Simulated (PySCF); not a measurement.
BrH6SbSi2. Atoms are numbered in the order given.

```xyz
10

Sb    -0.4389    -0.7999     0.0000
Br     1.9007     0.3048     0.0000
Si    -1.2696     0.8340    -1.8539
H     -0.9691     2.2420    -1.4752
H     -2.7440     0.6599    -2.0231
H     -0.5835     0.4864    -3.1298
Si    -1.2696     0.8340     1.8539
H     -0.9691     2.2420     1.4752
H     -0.5835     0.4864     3.1298
H     -2.7440     0.6599     2.0231
```

The structure is a stationary point at B3LYP-D3(BJ)/def2-SVP. The def2 effective core potentials stand for the cores of Sb; spin–orbit coupling is left out.

All values below come from B3LYP/def2-TZVP run with PySCF.

Symmetry labels are those of the subgroup Cs that the program uses (full group Cs).

Computed valence orbital energies around the gap with their symmetry:
```csv
orbital,symmetry,energy (eV)
HOMO−7,A',-10.14
HOMO−6,A",-9.93
HOMO−5,A",-9.76
HOMO−4,A',-9.11
HOMO−3,A",-8.57
HOMO−2,A',-8.33
HOMO−1,A",-7.35
HOMO,A',-6.94
LUMO,A',-2.46
LUMO+1,A",-1.09
LUMO+2,A',-0.82
LUMO+3,A',-0.07
```
